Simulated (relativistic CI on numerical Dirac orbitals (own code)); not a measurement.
## Ligand-field terms of d7

Computed with a parametric ligand-field model of a d^n configuration (Racah B and C, spin-orbit zeta, crystal field), exact diagonalisation.

Field parameters in Wybourne normalisation: Oh B⁴₀ = 21Dq, B⁴₄ = √(5/14) B⁴₀. The field is a parameter set, without covalency.

Question: Lowest levels for B = 1040, C = 4180, ζ = 250 cm⁻¹, Oh, 10Dq = 22550 cm⁻¹?

Answer: Γ8 0 (S 0.53), Γ6 2019 (S 1.50), Γ8 2186 (S 1.50), Γ7 2459 (S 1.50), Γ8 2495 (S 1.49), Γ8 19875 (S 0.50), Γ6 20052 (S 0.51), Γ8 20648 (S 0.53), Γ7 20789 (S 0.52) cm⁻¹, with S from ⟨S²⟩ = S(S + 1). The ground level has 1.07 electrons in the cubic e pair.

Question: Lowest levels for B = 480, C = 2090, ζ = 1250 cm⁻¹, Oh, 10Dq = 36700 cm⁻¹?

Answer: Γ8 0 (S 0.51), Γ6 25465 (S 1.50), Γ8 26123 (S 1.49), Γ7 27433 (S 1.50), Γ8 27457 (S 1.50), Γ8 34521 (S 0.51), Γ8 35567 (S 0.51), Γ6 35588 (S 0.51), Γ7 35868 (S 0.50) cm⁻¹, with S from ⟨S²⟩ = S(S + 1). The ground level has 1.01 electrons in the cubic e pair.

Question: Lowest levels for B = 620, C = 3220, ζ = 2800 cm⁻¹, Oh, 10Dq = 38500 cm⁻¹?

Answer: Γ8 0 (S 0.53), Γ6 21281 (S 1.49), Γ8 22731 (S 1.47), Γ7 25912 (S 1.50), Γ8 26081 (S 1.48), Γ8 34860 (S 0.54), Γ8 37285 (S 0.54), Γ6 37785 (S 0.52), Γ7 37901 (S 0.52) cm⁻¹, with S from ⟨S²⟩ = S(S + 1). The ground level has 1.05 electrons in the cubic e pair.

Question: Lowest levels for B = 790, C = 3880, ζ = 800 cm⁻¹, Oh, 10Dq = 23550 cm⁻¹?

Answer: Γ8 0 (S 0.54), Γ6 4868 (S 1.50), Γ8 5376 (S 1.50), Γ7 6244 (S 1.50), Γ8 6362 (S 1.48), Γ8 20787 (S 0.52), Γ6 21432 (S 0.51), Γ8 21782 (S 0.54), Γ7 22163 (S 0.52) cm⁻¹, with S from ⟨S²⟩ = S(S + 1). The ground level has 1.07 electrons in the cubic e pair.

Question: Lowest levels for B = 430, C = 1690, ζ = 570 cm⁻¹, Oh, 10Dq = 30050 cm⁻¹?

Answer: Γ8 0 (S 0.50), Γ6 21152 (S 1.50), Γ8 21466 (S 1.50), Γ7 22041 (S 1.50), Γ8 22048 (S 1.50), Γ8 28473 (S 0.50), Γ6 28901 (S 0.50), Γ8 29067 (S 0.50), Γ7 29221 (S 0.50) cm⁻¹, with S from ⟨S²⟩ = S(S + 1). The ground level has 1.01 electrons in the cubic e pair.
